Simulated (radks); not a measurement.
The numbers below are computed, except where a source is named.
Q: The table gives one normalised radial function P(r) = r R(r) (large component) of Au2+ in [Xe] 4f14 5d8 6s1 (r in bohr). Code: a radial shooting solver on a logarithmic mesh with Libxc functionals. Model: Dirac Kohn-Sham, BLYP, spin-unpolarised, spherical densities, finite nucleus; open shells are shared between the two j in proportion to 2j + 1; Fermi nuclear charge, rms radius 5.4371 fm.

r	P
0.001157	0.0332
0.001336	0.0367
0.001555	0.0407
0.001796	0.0448
0.002091	0.0493
0.002434	0.0540
0.002811	0.0585
0.003273	0.0632
0.00381	0.0678
0.0044	0.0717
0.005123	0.0751
0.005964	0.0775
0.006887	0.0783
0.008018	0.0772
0.00926	0.0738
0.01078	0.0671
0.01255	0.0568
0.01449	0.0431
0.01687	0.0243
0.01964	0.0014
0.02268	-0.0235
0.02641	-0.0517
0.03074	-0.0794
0.03551	-0.1019
0.04133	-0.1176
0.04774	-0.1205
0.05557	-0.1069
0.06469	-0.0737
0.07471	-0.0252
0.08698	0.0386
0.1013	0.1038
0.1169	0.1524
0.1361	0.1726
0.1572	0.1499
0.183	0.0786
0.2131	-0.0293
0.2461	-0.1389
0.2865	-0.2246
0.3335	-0.2432
0.3852	-0.1812
0.4484	-0.0410
0.522	0.1372
0.6029	0.2892
0.7018	0.3771
0.8105	0.3581
0.9436	0.2243
1.098	0.0010
1.269	-0.2466
1.477	-0.4903
1.719	-0.6685
1.986	-0.7507
2.312	-0.7413
2.691	-0.6495
3.108	-0.5156
3.618	-0.3601
4.178	-0.2275
4.864	-0.1212
5.663	-0.0547
6.54	-0.0218
7.613	-0.0067

Which n and l does it have? It may be an empty orbital.

A: n = 6, l = 0: the number of nodes gives n - l - 1 = 5, the rise at small r points to l (this Dirac orbital starts outside the nucleus as r^gamma with gamma = sqrt((l + 1)^2 - (Z/c)^2) = 0.82; the j = 1/2 orbital of l + 1 starts with the same power, but with a smaller coefficient, and then steepens), and the extent must fit the shell. The curve is that of 6s1/2. 6s1/2: eigenvalue -24.156 eV, 5 radial nodes at r = 0.0198, 0.0795, 0.205, 0.465, 1.10 bohr, <r> = 2.39 bohr, 90 % of the charge inside 3.45 bohr.
